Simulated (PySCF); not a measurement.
## Structure elucidation problem

Molecular formula: C₈H₇FO. Simulated spectra:

1H NMR (400 MHz, computed): δ 8.09 (m, 1H), 7.84 (m, 1H), 7.47 (m, 1H), 7.39 (m, 1H), 2.47 (s, 3H).

13C{1H} NMR (computed): δ 164.2, 145.6, 142.1, 139.9, 134.6, 134.2, 130.8, 23.2.

[PySCF 2.14.0 with density-fitted response routines: σ from GIAO-B3LYP/pcSseg-1; PBE0-D3(BJ)/def2-SVP geometry; one conformer; averaged over atoms made equivalent by symmetry, fast rotation or ring inversion; non-relativistic Hamiltonian; gas phase]

Scale: 1H, 13C vs TMS (reference shieldings calculated alike).

Propose a structure and justify it.

Answers


The formula gives 5 degrees of unsaturation (1 ring in the answer). 8 carbon signals for 8 carbons: no two carbons are equivalent. Carbon types of the structure: 3 × C, 4 × CH, 1 × CH3, which accounts for all hydrogens. δC 164.2: carbonyl carbon. δC 145.6, 130.8: substituted aromatic carbon. δC 142.1, 139.9, 134.6, 134.2: aromatic CH. δC 23.2: methyl carbon on an aromatic ring; a saturated carbon with 1 carbon neighbour and no heteroatom attached. δH 8.09, 7.84, 7.47, 7.39: hydrogen on an aromatic CH. δH 2.47: hydrogen on a methyl carbon on an aromatic ring; benzylic-type position, deshielded by the ring.

The compound is `C1(C)=CC(C(=O)F)=CC=C1`.

This is the structure that produced the data.

Splittings by 19F in the carbon and heteronuclear signals aren't shown, as no couplings were computed. Shifts are as computed. Against solution values, carbons near 30 ppm lie about +2 ppm off and those near 130 ppm about +6 ppm. Of 1211 compounds with measured shifts, 218 miss one by over three times the rms of a fit or turn the order of signals round; such compounds aren't used in these exercises. Multiplicities follow the n + 1 count of equivalent neighbours, as no J values were calculated; m marks all less simple cases, F and P coupling included.
